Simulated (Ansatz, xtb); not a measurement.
# C4H7BO3: which of two isomers lies lower

We compare a, `C=C[C@@H]1COB(O)O1`, a singlet, with b, `COB1OC=CCO1`, a singlet. Both are isolated molecules in the gas phase, relaxed with B3LYP/def2-SVP; each stands in its lowest conformer found.

**Question.** Estimate E(b) − E(a) at the level CCSD(T)/def2-SVP + ΔMP2/def2-TZVPP.

**Answer.** Calculated at CCSD(T)/def2-SVP + ΔMP2/def2-TZVPP: E(b) − E(a) = +38.1 kJ/mol, so structure a lies lower.

How the difference moves with the method:

```csv
level,geometry,E(b) − E(a) (kJ/mol),departure from the last row (kJ/mol),"job, with rough time for the two"
GFN2-xTB,GFN2-xTB,−10.4,−48.5,"optimisation, 0.21 s"
HF/STO-3G,GFN2-xTB,−28.1,−66.1,"single point, 0.2 s"
r2SCAN-D4/def2-SVP,GFN2-xTB,+16.9,−21.2,"single point, 1.3 s"
B3LYP/def2-SVP,B3LYP/def2-SVP,+11.7,−26.3,"optimisation, 35 s"
HF/def2-SVP,B3LYP/def2-SVP,+18.4,−19.7,part of the CCSD(T) run
MP2/def2-SVP,B3LYP/def2-SVP,+34.8,−3.2,part of the CCSD(T) run
CCSD(T)/def2-SVP,B3LYP/def2-SVP,+31.7,−6.3,single point
CCSD(T)/def2-SVP + ΔMP2/def2-TZVPP,B3LYP/def2-SVP,+38.1,,"single point, 30 s"
```

As drawn, b has 1 C–O, 1 C–H in place of 1 C–C, 1 O–H. Structure a has a 5-membered ring, b a 6-membered ring.

GFN2-xTB, HF/STO-3G put the two in the other order. The largest departure from CCSD(T)/def2-SVP + ΔMP2/def2-TZVPP is that of HF/STO-3G, 66.1 kJ/mol. The last row adds to CCSD(T) the change of the MP2 difference between the two basis sets, here +6.3 kJ/mol.

With thermal terms from frequencies at re-optimised GFN2-xTB minima (ideal gas, soft modes damped towards free rotors, one conformer each, 298.15 K, 1 atm): on the last row, ΔE + ΔZPE = +37.1, ΔH = +38.2, ΔG = +34.4 kJ/mol.

The correlated steps freeze 8 core orbitals. Mirror images aren't counted in ΔG. Programs: Ansatz 0.2.0, xtb 6.7.1; the last row on 4 threads of AMD EPYC 9R45 96-Core Processor (Zen 5) on a shared host.
